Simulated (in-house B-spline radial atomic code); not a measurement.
Configurations of the argon ion Ar⁵⁺, with energies counted from [Ne] 3s2 (3p1/2)1. Method: Dirac-Hartree-Fock, average of each configuration as written, Fermi nucleus of rms radius 3.4274 fm. Calculated with a radial B-spline atomic code at the basis-set limit. Energies include first-order Breit, QED and recoil terms.

Occupations are held fixed; configurations that lie above the ionisation limit could autoionise.

| configuration | E - E(ref) (eV) | highest orbital | its <r> (bohr) |
| --- | --- | --- | --- |
| [Ne] 3s2 (3p3/2)1 | 0.27951 | 3p3/2 | 1.291 |
| [Ne] 3s1 (3p3/2)1 (5f7/2)1 | 85.43 | 5f7/2 | 5.12 |
| [Ne] 3s1 (3p3/2)1 (6p1/2)1 | 88.759 | 6p1/2 | 7.235 |
| [Ne] 3s1 (3p1/2)1 (7g9/2)1 | 95.048 | 7g9/2 | 10.56 |
| [He] 2s2 (2p1/2)1 (2p3/2)4 3s2 (3p3/2)1 (4f5/2)1 | 314.49 | 4f5/2 | 2.878 |

Task: Order these further configurations by energy, lowest first.
A. [Ne] 3s2 (5d5/2)1
B. [Ne] 3s2 (4p1/2)1
C. [Ne] 3s2 (7f5/2)1
D. [Ne] 3s1 (3p3/2)1 (6d5/2)1
E. [Ne] 3s1 (3p3/2)1 (5d3/2)1

Result: B (48.228 eV), A (68.957 eV), C (80.216 eV), E (83.957 eV), D (90.717 eV).

Task: How far above the reference does [He] 2s2 (2p1/2)2 (2p3/2)3 3s2 (3p1/2)1 (5g7/2)1 lie?

Result: 323.59 eV; its least bound orbital is 5g7/2 with <r> = 4.568 bohr.
